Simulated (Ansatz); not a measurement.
`CNB(N)O` + `FB(F)F` → `NB(O)F` + `CNB(F)F`  (redistribution)

Isolated molecules relaxed with PBE0-D4/def2-TZVP in Ansatz; ΔE leaves out vibrations. CCSD(T)/CBS is the MP2 limit (def2-TZVPP, def2-QZVPP) plus CCSD(T) − MP2 in def2-TZVPP, frozen cores. This one scheme is used for every species. DFT in def2-TZVPP. B3LYP here is the variant with VWN-RPA as its local correlation; programs differ in this. Each species was taken in one conformer, which may not be the lowest.

| level | ΔE (kJ/mol) |
| --- | --- |
| PBE0-D4 | -36.8 |
| ωB97M-V | -36.6 |
| PBE | -38.7 |
| PBE0 | -38.5 |
| B3LYP | -40.9 |
| HF/def2-QZVPP | -39.5 |
| MP2/def2-QZVPP | -31.4 |
| MP2/CBS(def2) | -32.0 |

(1) What does CCSD(T)/CBS give? (Best estimate.)

Largest T1 diagnostic among the species: 0.012.

Answers

(1) Ansatz gave: -34.1 kJ/mol. The listed levels differ from it by -2.7, -2.5, -4.6, -4.4, -6.8, -5.4, 2.7, 2.1 kJ/mol.

In def2-TZVPP, CCSD(T) changes the Hartree–Fock value by +7.0 kJ/mol (the triples alone add +1.1 kJ/mol) and MP2 by +9.1 kJ/mol.
